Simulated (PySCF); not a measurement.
Predicted microwave data (PySCF 2.14.0, PBE0-D3(BJ)/def2-SVP geometry optimisation, gas phase) for one isomer of C6H7NOS:

```
Rotational constants : A = 3160, B = 1017, C = 831.6 MHz
Dipole components    : |μa| = 3.17 D, |μb| = 1.53 D, |μc| = 0.93 D
Inertial defect      : -49.09 u·Å²
κ                    : -0.84
```

Task: Which candidate fits, each taken in the one conformer that was computed?
A. `[CH3:1][S@@:2](=[O:3])[c:4]1[cH:5][cH:6][cH:7][cH:8][n:9]1` with C1–S2–C4–C5 -121°
B. `[CH3:1][S@:2](=[O:3])[c:4]1[cH:5][cH:6][cH:7][n:8][cH:9]1` with C1–S2–C4–C5 108°
C. `[CH3:1][S@@:2](=[O:3])[c:4]1[cH:5][cH:6][n:7][cH:8][cH:9]1` with C1–S2–C4–C5 76°

Result: A. It is C[S@@](=O)c1ccccn1, an asymmetric top, point group C1. The candidates at the same level (rigid rotor, commonest isotopes):

| SMILES | A (MHz) | B (MHz) | C (MHz) | μa (D) | μb (D) | μc (D) | Δ (u·Å²) | point group | rotor |
| --- | --- | --- | --- | --- | --- | --- | --- | --- | --- |
| C[S@@](=O)c1ccccn1 | 3160 | 1017 | 831.6 | 3.17 | 1.53 | 0.93 | -49.09 | C1 | asymmetric top |
| C[S@](=O)c1cccnc1 | 3182 | 974.0 | 825.1 | 0.73 | 1.33 | 1.35 | -65.18 | C1 | asymmetric top |
| C[S@@](=O)c1ccncc1 | 3222 | 961.3 | 819.2 | 0.27 | 3.22 | 0.77 | -65.65 | C1 | asymmetric top |

`C[S@](=O)c1cccnc1` has B 4 % too low; `C[S@@](=O)c1ccncc1` has B 5 % too low. No structure here is proved a minimum.
